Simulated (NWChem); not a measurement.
Species: C$_{3}$H$_{4}$OS; SMILES C1=CSCO1

```xyz
9

C     -0.8121    -1.1685     0.0224
C     -1.2570     0.0866     0.0978
S      0.0642     1.2689    -0.0884
C      1.2451    -0.1523     0.1234
O      0.5362    -1.3560    -0.1626
H     -1.3854    -2.0864     0.0462
H     -2.2843     0.4051     0.1997
H      1.6051    -0.1795     1.1600
H      2.0832    -0.0650    -0.5695
```
Atoms are numbered in this order, from 1.

All runs: NWChem. Geometry: optimised at B3LYP/6-31G* (spherical d). Level: B3LYP/def2-SVP with SMD (1 M gas to 1 M solution), gas-phase geometry.

Order these by “cavity-dispersion-structure term (kcal/mol)”, lowest first: chloroform; dimethyl sulfoxide; water.

chloroform (-0.7), dimethyl sulfoxide (0.5), water (3.1)
